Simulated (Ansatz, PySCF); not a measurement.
Noncovalent pair: CHN (SMILES C#N) (first 3 atoms) with GeH4 (SMILES [GeH4]); geometry from B3LYP-D3(BJ)/def2-TZVP.
(charge 0, multiplicity 1):
```xyz
8

C     -0.1556    -0.0408     0.5189
N     -0.3097     0.4319    -0.5140
H     -0.0117    -0.4775     1.4829
Ge     0.1191     0.0050     4.7260
H     -0.5321     1.2397     4.0874
H     -0.7960    -0.5727     5.8121
H      1.4841     0.3764     5.3179
H      0.3257    -1.0618     3.6321
```

Basis-set superposition error: the interaction energy with monomers in their own basis, and in the dimer's basis (counterpoise).

Codes used: Ansatz (Gaussian basis) for Hartree–Fock, density functionals and correlated methods; PySCF for 6-31G* rows. Each number belongs to the level named beside it.

```
level                  uncorrected (kJ/mol)  counterpoise (kJ/mol)  difference
---------------------  --------------------  ---------------------  ----------
HF/6-31G*                               0.2                    0.9         0.7
r2SCAN/def2-TZVPPD                     -1.6                   -1.3         0.3
B97M-V/def2-TZVPPD                     -3.4                   -3.2         0.3
B3LYP/def2-TZVPPD                      -0.5                   -0.2         0.3
BHLYP/def2-TZVPPD                      -1.3                   -1.0         0.3
CAM-B3LYP/def2-TZVPPD                  -1.6                   -1.4         0.3
wB97M-V/def2-TZVPPD                    -3.2                   -2.9         0.3
SCS-MP2/aug-cc-pVQZ                    -2.7                   -2.2         0.5
CCSD/aug-cc-pVDZ                       -4.3                   -1.8         2.5
CCSD(T)/aug-cc-pVDZ                    -5.1                   -2.3         2.7
```

The error is largest for CCSD(T)/aug-cc-pVDZ (2.7 kJ/mol) and smallest for B3LYP/def2-TZVPPD (0.3 kJ/mol).

Ansatz is a quantum-chemistry and plane-wave program.
